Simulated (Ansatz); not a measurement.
Basis-set extrapolation for CH7BFNOSi, SMILES `BN[Si](C)(O)F` (PBE0-D4/def2-TZVP geometry, frozen core, Ansatz). Multiplicity 1, RHF reference.

```tsv
	def2-TZVPP	def2-QZVPP
HF	-584.670281	-584.694275
MP2 correlation	-1.093777	-1.180410
CCSD(T) correlation	-1.172678	not run
```

Energies in hartree. Use E(X) = E(∞) + A·exp(−7.88·√X) for Hartree–Fock and E(X) = E(∞) + B·X^(−2.97) for correlation, with X = 3 and 4, and add CCSD(T) minus MP2 of the smaller set to the MP2 limit.

Problem. What is the CCSD(T) energy at the basis-set limit?

Solution. HF limit: -584.694275 + (-0.023994) × 0.13774 = -584.69758. MP2 limit: -1.180410 + (-0.086633) × 0.74074 = -1.24458. Higher-order term: -1.172678 − (-1.093777) = -0.07890. Total: -586.02106 hartree, 4.85 eV below CCSD(T)/def2-TZVPP.
